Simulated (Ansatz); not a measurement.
Ansatz (a first-principles code) job for Al(Me)(OH)(SeH) (CH5AlOSe), SMILES [CH3][Al]([OH])[SeH], PBE0-D3(BJ)/def2-SVP. 

Ansatz 0.2 input:
```yaml
crystal:
  periodic: [false, false, false]
  atoms:
    - {symbol: Al, position_ang: [-0.80354387, 0.54000276, 0.24081154]}
    - {symbol: C, position_ang: [-2.59062171, -0.31180211, 0.10531858]}
    - {symbol: H, position_ang: [-2.51430747, -1.33080090, -0.28120199]}
    - {symbol: H, position_ang: [-3.25610313, 0.24472727, -0.55845608]}
    - {symbol: H, position_ang: [-3.08935060, -0.36506856, 1.07557192]}
    - {symbol: O, position_ang: [-0.51281220, 2.08101903, 0.72760773]}
    - {symbol: H, position_ang: [-0.36639629, 2.97324051, 1.00807498]}
    - {symbol: Se, position_ang: [1.09813595, -0.69700923, -0.31954169]}
    - {symbol: H, position_ang: [1.98183320, 0.37884003, 0.03710527]}
basis:
  gaussian:
    orbitals: def2-SVP
hamiltonian:
  xc: pbe0
  dispersion: d3bj
relax: {f_tol: 0.002, max_steps: 200}
```

Program output:

```
WARN ansatz: RAYON_NUM_THREADS=1 ignored (pool sized by the plan → 1); use --threads N
Functional definition: PBE0
integrals: 0.05 GiB planned
1076 factors; integrals over basis functions are off by at most 3.4e-4 eV
mean field: 0.47 GiB planned
mean field evaluation 1: about -75079.2910 eV, gradient 6.6e1 eV
mean field evaluation 2: about -75067.9748 eV, gradient 9.8e1 eV
mean field evaluation 4: about -75088.0809 eV, gradient 4.6e0 eV
mean field evaluation 8: about -75088.1401 eV, gradient 2.6e-2 eV
mean field -75088.14006178 eV, -2759.4382507012 hartree, gradient 2.0e-5 eV, S^2 0.000000; 0 other end points of the search recorded, 0 dependent functions left out
the calculation of the forces begins
reference -75088.14008914 eV, -2759.4382517064 hartree; 33, 33 occupied and 70, 70 virtual orbitals, 1076 factors
relax step   1: F+E_penalty+E_count = -75088.29389584 eV  Δ(F+E_penalty+E_count) = +0.000e0 eV  max|allowed force component| = 1.113e0 eV/Å  Δτ_max = 0.0000 Å  (25 SCF iters, accepted)
these checks for a lower state are left out or cut short: starts, cluster_reference, orbital_swaps, neighbouring_geometries, increment
integrals: 0.05 GiB planned
1076 factors; integrals over basis functions are off by at most 3.5e-4 eV
mean field: 0.47 GiB planned
mean field evaluation 16: about -75088.1484 eV, gradient 4.3e0 eV
mean field -75088.18175884 eV, -2759.4397830398 hartree, gradient 7.9e-6 eV, S^2 0.000000; 0 other end points of the search recorded, 0 dependent functions left out
the calculation of the forces begins
reference -75088.18178612 eV, -2759.4397840425 hartree; 33, 33 occupied and 70, 70 virtual orbitals, 1076 factors
relax step   2: F+E_penalty+E_count = -75088.33658519 eV  Δ(F+E_penalty+E_count) = -4.269e-2 eV  max|allowed force component| = 6.021e-1 eV/Å  Δτ_max = 0.0778 Å  (27 SCF iters, accepted)
these checks for a lower state are left out or cut short: starts, cluster_reference, orbital_swaps, neighbouring_geometries, increment
integrals: 0.05 GiB planned
1076 factors; integrals over basis functions are off by at most 3.5e-4 eV
mean field: 0.47 GiB planned
mean field -75088.19030175 eV, -2759.4400969859 hartree, gradient 8.4e-6 eV, S^2 0.000000; 0 other end points of the search recorded, 0 dependent functions left out
the calculation of the forces begins
reference -75088.19032905 eV, -2759.4400979892 hartree; 33, 33 occupied and 70, 70 virtual orbitals, 1076 factors
relax step   3: F+E_penalty+E_count = -75088.34492137 eV  Δ(F+E_penalty+E_count) = -8.336e-3 eV  max|allowed force component| = 1.250e-1 eV/Å  Δτ_max = 0.0495 Å  (28 SCF iters, accepted)
these checks for a lower state are left out or cut short: starts, cluster_reference, orbital_swaps, neighbouring_geometries, increment
integrals: 0.05 GiB planned
1076 factors; integrals over basis functions are off by at most 3.5e-4 eV
mean field: 0.47 GiB planned
mean field evaluation 32: about -75088.1910 eV, gradient 3.0e-4 eV
mean field -75088.19103430 eV, -2759.4401239066 hartree, gradient 9.2e-6 eV, S^2 0.000000; 0 other end points of the search recorded, 0 dependent functions left out
the calculation of the forces begins
reference -75088.19106160 eV, -2759.4401249099 hartree; 33, 33 occupied and 70, 70 virtual orbitals, 1076 factors
relax step   4: F+E_penalty+E_count = -75088.34561204 eV  Δ(F+E_penalty+E_count) = -6.907e-4 eV  max|allowed force component| = 2.861e-2 eV/Å  Δτ_max = 0.0064 Å  (22 SCF iters, accepted)
these checks for a lower state are left out or cut short: starts, cluster_reference, orbital_swaps, neighbouring_geometries, increment
integrals: 0.05 GiB planned
1076 factors; integrals over basis functions are off by at most 3.5e-4 eV
mean field: 0.47 GiB planned
mean field -75088.19167588 eV, -2759.4401474841 hartree, gradient 8.0e-6 eV, S^2 0.000000; 0 other end points of the search recorded, 0 dependent functions left out
the calculation of the forces begins
reference -75088.19170319 eV, -2759.4401484878 hartree; 33, 33 occupied and 70, 70 virtual orbitals, 1076 factors
relax step   5: F+E_penalty+E_count = -75088.34625808 eV  Δ(F+E_penalty+E_count) = -6.460e-4 eV  max|allowed force component| = 5.977e-2 eV/Å  Δτ_max = 0.0123 Å  (28 SCF iters, accepted)
these checks for a lower state are left out or cut short: starts, cluster_reference, orbital_swaps, neighbouring_geometries, increment
integrals: 0.05 GiB planned
1076 factors; integrals over basis functions are off by at most 3.5e-4 eV
mean field: 0.47 GiB planned
mean field -75088.19214213 eV, -2759.4401646186 hartree, gradient 7.9e-6 eV, S^2 0.000000; 0 other end points of the search recorded, 0 dependent functions left out
the calculation of the forces begins
reference -75088.19216945 eV, -2759.4401656226 hartree; 33, 33 occupied and 70, 70 virtual orbitals, 1076 factors
relax step   6: F+E_penalty+E_count = -75088.34674388 eV  Δ(F+E_penalty+E_count) = -4.858e-4 eV  max|allowed force component| = 2.448e-1 eV/Å  Δτ_max = 0.0136 Å  (28 SCF iters, accepted)
these checks for a lower state are left out or cut short: starts, cluster_reference, orbital_swaps, neighbouring_geometries, increment
integrals: 0.05 GiB planned
1076 factors; integrals over basis functions are off by at most 3.5e-4 eV
mean field: 0.47 GiB planned
mean field -75088.22097114 eV, -2759.4412240650 hartree, gradient 9.2e-6 eV, S^2 0.000000; 0 other end points of the search recorded, 0 dependent functions left out
the calculation of the forces begins
reference -75088.22099841 eV, -2759.4412250675 hartree; 33, 33 occupied and 70, 70 virtual orbitals, 1076 factors
relax step   7: F+E_penalty+E_count = -75088.37573602 eV  Δ(F+E_penalty+E_count) = -2.899e-2 eV  max|allowed force component| = 2.448e-1 eV/Å  Δτ_max = 0.1446 Å  (28 SCF iters, accepted)
these checks for a lower state are left out or cut short: starts, cluster_reference, orbital_swaps, neighbouring_geometries, increment
integrals: 0.05 GiB planned
1076 factors; integrals over basis functions are off by at most 3.5e-4 eV
mean field: 0.47 GiB planned
mean field -75088.26336558 eV, -2759.4427820322 hartree, gradient 1.8e-5 eV, S^2 0.000000; 0 other end points of the search recorded, 0 dependent functions left out
the calculation of the forces begins
reference -75088.26339269 eV, -2759.4427830286 hartree; 33, 33 occupied and 70, 70 virtual orbitals, 1076 factors
relax step   8: F+E_penalty+E_count = -75088.41848318 eV  Δ(F+E_penalty+E_count) = -4.275e-2 eV  max|allowed force component| = 2.887e-1 eV/Å  Δτ_max = 0.2000 Å  (27 SCF iters, accepted)
these checks for a lower state are left out or cut short: starts, cluster_reference, orbital_swaps, neighbouring_geometries, increment
integrals: 0.05 GiB planned
1076 factors; integrals over basis functions are off by at most 3.5e-4 eV
mean field: 0.47 GiB planned
mean field evaluation 64: about -75088.1015 eV, gradient 8.1e0 eV
mean field -75088.28206305 eV, -2759.4434691516 hartree, gradient 7.9e-6 eV, S^2 0.000000; 0 other end points of the search recorded, 0 dependent functions left out
the calculation of the forces begins
reference -75088.28209001 eV, -2759.4434701423 hartree; 33, 33 occupied and 70, 70 virtual orbitals, 1076 factors
relax step   9: F+E_penalty+E_count = -75088.43788981 eV  Δ(F+E_penalty+E_count) = -1.941e-2 eV  max|allowed force component| = 1.148e-1 eV/Å  Δτ_max = 0.1429 Å  (29 SCF iters, accepted)
these checks for a lower state are left out or cut short: starts, cluster_reference, orbital_swaps, neighbouring_geometries, increment
integrals: 0.05 GiB planned
1076 factors; integrals over basis functions are off by at most 3.5e-4 eV
mean field: 0.47 GiB planned
mean field -75088.28219514 eV, -2759.4434740056 hartree, gradient 8.4e-5 eV, S^2 0.000000; 0 other end points of the search recorded, 0 dependent functions left out
the calculation of the forces begins
reference -75088.28222217 eV, -2759.4434749991 hartree; 33, 33 occupied and 70, 70 virtual orbitals, 1076 factors
relax step  10: F+E_penalty+E_count = -75088.43843799 eV  Δ(F+E_penalty+E_count) = -5.482e-4 eV  max|allowed force component| = 1.306e-1 eV/Å  Δτ_max = 0.0575 Å  (26 SCF iters, accepted)
these checks for a lower state are left out or cut short: starts, cluster_reference, orbital_swaps, neighbouring_geometries, increment
integrals: 0.05 GiB planned
1076 factors; integrals over basis functions are off by at most 3.5e-4 eV
mean field: 0.47 GiB planned
mean field -75088.28344209 eV, -2759.4435198302 hartree, gradient 8.6e-5 eV, S^2 0.000000; 0 other end points of the search recorded, 0 dependent functions left out
the calculation of the forces begins
reference -75088.28346909 eV, -2759.4435208224 hartree; 33, 33 occupied and 70, 70 virtual orbitals, 1076 factors
relax step  11: F+E_penalty+E_count = -75088.43961154 eV  Δ(F+E_penalty+E_count) = -1.174e-3 eV  max|allowed force component| = 2.180e-2 eV/Å  Δτ_max = 0.0208 Å  (25 SCF iters, accepted)
these checks for a lower state are left out or cut short: starts, cluster_reference, orbital_swaps, neighbouring_geometries, increment
integrals: 0.05 GiB planned
1076 factors; integrals over basis functions are off by at most 3.5e-4 eV
mean field: 0.47 GiB planned
mean field -75088.28335935 eV, -2759.4435167896 hartree, gradient 1.2e-5 eV, S^2 0.000000; 0 other end points of the search recorded, 0 dependent functions left out
the calculation of the forces begins
reference -75088.28338634 eV, -2759.4435177813 hartree; 33, 33 occupied and 70, 70 virtual orbitals, 1076 factors
relax step  12: F+E_penalty+E_count = -75088.43962311 eV  Δ(F+E_penalty+E_count) = -1.157e-5 eV  max|allowed force component| = 2.578e-2 eV/Å  Δτ_max = 0.0087 Å  (22 SCF iters, accepted)
these checks for a lower state are left out or cut short: starts, cluster_reference, orbital_swaps, neighbouring_geometries, increment
integrals: 0.05 GiB planned
1076 factors; integrals over basis functions are off by at most 3.5e-4 eV
mean field: 0.47 GiB planned
mean field -75088.28347157 eV, -2759.4435209137 hartree, gradient 4.1e-5 eV, S^2 0.000000; 0 other end points of the search recorded, 0 dependent functions left out
the calculation of the forces begins
reference -75088.28349856 eV, -2759.4435219056 hartree; 33, 33 occupied and 70, 70 virtual orbitals, 1076 factors
relax step  13: F+E_penalty+E_count = -75088.43966141 eV  Δ(F+E_penalty+E_count) = -3.830e-5 eV  max|allowed force component| = 4.542e-3 eV/Å  Δτ_max = 0.0032 Å  (20 SCF iters, accepted)
these checks for a lower state are left out or cut short: starts, cluster_reference, orbital_swaps, neighbouring_geometries, increment
integrals: 0.05 GiB planned
1076 factors; integrals over basis functions are off by at most 3.5e-4 eV
mean field: 0.47 GiB planned
mean field -75088.28347531 eV, -2759.4435210510 hartree, gradient 2.6e-5 eV, S^2 0.000000; 0 other end points of the search recorded, 0 dependent functions left out
the calculation of the forces begins
reference -75088.28350230 eV, -2759.4435220428 hartree; 33, 33 occupied and 70, 70 virtual orbitals, 1076 factors
relax step  14: F+E_penalty+E_count = -75088.43966656 eV  Δ(F+E_penalty+E_count) = -5.147e-6 eV  max|allowed force component| = 7.582e-4 eV/Å  Δτ_max = 0.0015 Å  (19 SCF iters, accepted)
integrals: 0.05 GiB planned
1076 factors; integrals over basis functions are off by at most 3.5e-4 eV
mean field: 0.47 GiB planned
mean field evaluation 96: about -75088.2835 eV, gradient 2.6e-5 eV
mean field -75088.28347531 eV, -2759.4435210510 hartree, gradient 2.6e-5 eV, S^2 0.000000; 1 other end points of the search recorded, 0 dependent functions left out
the calculation of the forces begins
reference -75088.28350230 eV, -2759.4435220428 hartree; 33, 33 occupied and 70, 70 virtual orbitals, 1076 factors
Total energy: -75088.43969355 eV, -2759.4492619655 hartree
Atom 0 at    -0.856811     0.539054     0.254230 Å, force    -0.000415     0.000707     0.000246 eV/Å
Atom 1 at    -2.586014    -0.322297     0.098608 Å, force     0.000054    -0.000299    -0.000030 eV/Å
Atom 2 at    -2.516908    -1.352196    -0.283258 Å, force    -0.000293     0.000373     0.000244 eV/Å
Atom 3 at    -3.240858     0.250960    -0.577789 Å, force     0.000120    -0.000226     0.000064 eV/Å
Atom 4 at    -3.086746    -0.355421     1.080169 Å, force     0.000019     0.000026    -0.000300 eV/Å
Atom 5 at    -0.792022     2.157007     0.780513 Å, force    -0.000025    -0.000072     0.000029 eV/Å
Atom 6 at    -0.023299     2.712970     0.908657 Å, force    -0.000003    -0.000129    -0.000011 eV/Å
Atom 7 at     1.086854    -0.628486    -0.269539 Å, force     0.000758    -0.000382    -0.000252 eV/Å
Atom 8 at     1.962636     0.511557     0.043699 Å, force    -0.000215     0.000003     0.000011 eV/Å
Dipole moment:     0.055621     0.200518     0.062860 e Å
```

The run converged.

Cost: about 60 core-seconds (a rough figure).
